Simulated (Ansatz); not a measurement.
Program: Ansatz. Geometries: PBE0-D4/def2-TZVP. ΔE: electronic, gas phase. CCSD(T)/CBS adds triple-zeta CCSD(T) − MP2 to the extrapolated MP2 energy (def2 sets, frozen cores). This one scheme is used for every species. DFT in def2-TZVPP. HSE06 is defined as in plane-wave codes. Each species was taken in one conformer, which may not be the lowest.

Consider the silylene formation by 1,1-elimination: `N[SiH2][SiH2]N` → `N[SiH2]N` + `[SiH2]`.

`N[SiH2][SiH2]N`:

Cartesian coordinates in Å:
```
N -1.028 0.736 1.360
Si -1.039 0.848 -0.366
Si 0.691 -0.587 -1.054
N 1.465 -1.062 0.418
H -0.929 -0.181 1.769
H -1.650 1.308 1.910
H -2.328 0.482 -1.035
H -0.781 2.268 -0.731
H 1.567 0.087 -2.064
H 0.180 -1.819 -1.718
H 1.636 -0.347 1.109
H 2.218 -1.732 0.402
```

`N[SiH2]N`:

```xyz
9

N    -1.438   -0.166    0.185
Si    0.111    0.540    0.012
N     1.257   -0.712   -0.205
H    -1.830   -0.759   -0.528
H    -2.149    0.289    0.732
H     0.248    1.381    1.238
H     0.329    1.420   -1.173
H     2.095   -0.551   -0.738
H     1.376   -1.442    0.477
```

`[SiH2]`:

```xyz
3

Si   -0.652   -0.034    0.283
H    -0.014    0.786   -0.834
H     0.666   -0.752    0.551
```

```csv
level,ΔE (eV),difference from CCSD(T)/CBS
LDA (SPW92),2.54,0.41
PBE0-D4,2.35,0.22
r2SCAN0-D4,2.37,0.24
HSE06-D4,2.35,0.22
ωB97M-V,2.06,-0.07
revPBE,2.06,-0.07
BLYP,1.86,-0.27
r2SCAN,2.35,0.22
PBE0,2.27,0.14
r2SCANh,2.34,0.21
CAM-B3LYP,2.07,-0.06
LC-ωPBE,2.35,0.22
HF/def2-SVP,1.84,-0.29
CCSD(T)/def2-SVP,2.00,-0.13
HF/def2-TZVPP,1.84,-0.29
SCS-MP2/def2-TZVPP,2.09,-0.04
CCSD(T)/CBS,2.13,0
```

Q: What do rigid-rotor, harmonic-oscillator terms from PBE0-D4/def2-TZVP frequencies (298.15 K, 1 bar) make of the CCSD(T)/CBS value? (Estimate.)

A: Computed: ΔZPE = -0.16 eV, ΔH = +2.01 eV, ΔS = 144 J/(mol·K), ΔG = +1.56 eV. Modes under 50 cm⁻¹ make the entropy rough.

Largest T1 diagnostic among the species: 0.014.

The D4 term adds +0.15 eV with B3LYP and +0.09 eV with PBE0; it sums over pairs of atoms, weighted by their polarisabilities, and B3LYP, whose exchange is more repulsive, gets the larger term. From BLYP to BHLYP (50 % exact exchange), in def2-TZVPP and without D4, ΔE moves by +0.18 eV. In def2-TZVPP, CCSD(T) changes the Hartree–Fock value by +0.23 eV (the triples alone add +0.06 eV) and MP2 by +0.38 eV.

B3LYP here is the variant with VWN-RPA as its local correlation; programs differ in this.
